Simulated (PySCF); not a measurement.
**Dipole moment and polarisability across levels of theory**

Compound: C₄H₆OSi.
Atom-mapped SMILES: `[SiH3:1][c:2]1[cH:3][cH:4][cH:5][o:6]1` (hydrogens: H7, H8, H9 on Si1; H10 on C3; H11 on C4; H12 on C5)

Cartesian coordinates in Å at the PBE0-D3(BJ)/def2-SVP level; atoms count from 1:
```xyz
12
C4H6OSi angstrom
Si     2.1328    0.0695   -0.1992
C      0.2729    0.0105   -0.0678
C     -0.5754    0.0114    1.0110
C     -1.9037   -0.0525    0.4945
C     -1.7671   -0.0896   -0.8622
O     -0.4706   -0.0536   -1.2089
H      2.5846    1.2815   -0.9467
H      2.6611   -1.1394   -0.8998
H      2.6640    0.1148    1.1947
H     -0.2773    0.0552    2.0570
H     -2.8360   -0.0690    1.0546
H     -2.4830   -0.1401   -1.6792
```

PySCF, dipoles from the SCF density, polarisabilities from static response with core orbitals frozen. Isolated species at its PBE0-D3(BJ)/def2-SVP geometry, gas phase.

Question: Compare the levels for these properties.

Answer: 

```json
{"level": "LDA/def2-SVPD", "μ (D)": "1.006", "α (au)": "80.49", "anisotropy (au)": "42.21"}
{"level": "PBE/def2-SVPD", "μ (D)": "1.027", "α (au)": "79.30", "anisotropy (au)": "42.04"}
{"level": "B3LYP/def2-SVPD", "μ (D)": "1.063", "α (au)": "77.33", "anisotropy (au)": "39.58"}
{"level": "PBE0/def2-SVPD", "μ (D)": "1.057", "α (au)": "76.80", "anisotropy (au)": "39.32"}
{"level": "BHandHLYP/def2-SVPD", "μ (D)": "1.103", "α (au)": "74.98", "anisotropy (au)": "37.12"}
{"level": "CAM-B3LYP/def2-SVPD", "μ (D)": "1.046", "α (au)": "76.12", "anisotropy (au)": "37.66"}
{"level": "wB97X-D/def2-SVPD", "μ (D)": "1.048", "α (au)": "76.36", "anisotropy (au)": "37.50"}
{"level": "LC-wPBE/def2-SVPD", "μ (D)": "1.017", "α (au)": "74.39", "anisotropy (au)": "35.97"}
{"level": "HF/def2-SVPD", "μ (D)": "1.189", "α (au)": "72.96", "anisotropy (au)": "34.39"}
{"level": "PBE0/6-31G*", "μ (D)": "1.105", "α (au)": "62.21", "anisotropy (au)": "41.75"}
{"level": "PBE0/def2-SVP", "μ (D)": "1.013", "α (au)": "66.64", "anisotropy (au)": "38.64"}
{"level": "PBE0/6-31+G*", "μ (D)": "1.057", "α (au)": "72.07", "anisotropy (au)": "36.33"}
{"level": "PBE0/aug-cc-pVDZ", "μ (D)": "1.002", "α (au)": "78.73", "anisotropy (au)": "39.64"}
{"level": "PBE0/def2-TZVP", "μ (D)": "1.059", "α (au)": "74.25", "anisotropy (au)": "39.64"}
{"level": "PBE0/def2-TZVPD", "μ (D)": "1.049", "α (au)": "78.36", "anisotropy (au)": "39.99"}
```

The anisotropy is √(½[(α1 − α2)² + (α2 − α3)² + (α3 − α1)²]). The dipole runs from 1.00 D (PBE0/aug-cc-pVDZ) to 1.19 D (HF/def2-SVPD). No reference polarisability is at hand; against PBE0 in the largest diffuse basis at hand (def2-TZVPD) the other PBE0 rows deviate by 6-31G* -21%, def2-SVP -15%, 6-31+G* -8%, def2-SVPD -2%, aug-cc-pVDZ 0%, def2-TZVP -5%. In one basis (def2-SVPD) the functionals order the polarisability from HF (lowest) to LDA (highest), a spread of 10%. With PBE0 the polarisability is 67.70 au without diffuse functions (mean of 6-31G*, def2-SVP and def2-TZVP) and 76.49 au with them (mean of 6-31+G*, def2-SVPD, aug-cc-pVDZ and def2-TZVPD).
